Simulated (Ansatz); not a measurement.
`[SiH3][CH]1[CH2][GeH2]1` and `F[CH]1[CH2][GeH2]1` differ in one atom or group.

Ansatz, PBE0-D4/def2-TZVP geometries, multiplicity 1. 

Scalar relativity is left out up to krypton.

```json
{"property": "HOMO energy (B3LYP/def2-TZVPP) / eV", "`[SiH3][CH]1[CH2][GeH2]1`": "-6.39"}
{"property": "size of the dipole moment (B3LYP/def2-TZVPP) / D", "`[SiH3][CH]1[CH2][GeH2]1`": "1.11"}
{"property": "HOMO–LUMO gap (B3LYP/def2-TZVPP) / eV", "`[SiH3][CH]1[CH2][GeH2]1`": "6.33"}
{"property": "LUMO energy (ωB97M-V/def2-TZVPP) / eV", "`[SiH3][CH]1[CH2][GeH2]1`": "1.87"}
{"property": "ideal-gas entropy at 298 K and 1 bar (rigid rotor, harmonic PBE0-D4/def2-TZVP) / J/(mol·K)", "`[SiH3][CH]1[CH2][GeH2]1`": "338"}
{"property": "size of the dipole moment (PBE/def2-TZVPP) / D", "`[SiH3][CH]1[CH2][GeH2]1`": "1.11"}
```

(1) What does the change do to each property? (Best estimate.)

Results:

(1) The calculation gave: 
```csv
property,`F[CH]1[CH2][GeH2]1`,shift
HOMO energy (B3LYP/def2-TZVPP) / eV,-6.47,-0.08
size of the dipole moment (B3LYP/def2-TZVPP) / D,1.69,0.58
HOMO–LUMO gap (B3LYP/def2-TZVPP) / eV,6.43,0.10
LUMO energy (ωB97M-V/def2-TZVPP) / eV,2.00,0.13
"ideal-gas entropy at 298 K and 1 bar (rigid rotor, harmonic PBE0-D4/def2-TZVP) / J/(mol·K)",307,-31
size of the dipole moment (PBE/def2-TZVPP) / D,1.50,0.39
```

With PBE0 the HOMO falls by 0.06 eV and the LUMO rises by 0.05 eV, so the gap widens by about 0.11 eV. PBE moves the HOMO by 0.04 eV and ωB97M-V by -0.12 eV. The zero-point energy changes by -60.3 kJ/mol with -9 modes. Dipoles are sizes alone; their direction can turn.

Positive LUMOs are unbound, so they and the gaps depend on the basis.

B3LYP here is the variant with VWN-RPA as its local correlation; programs differ in this.
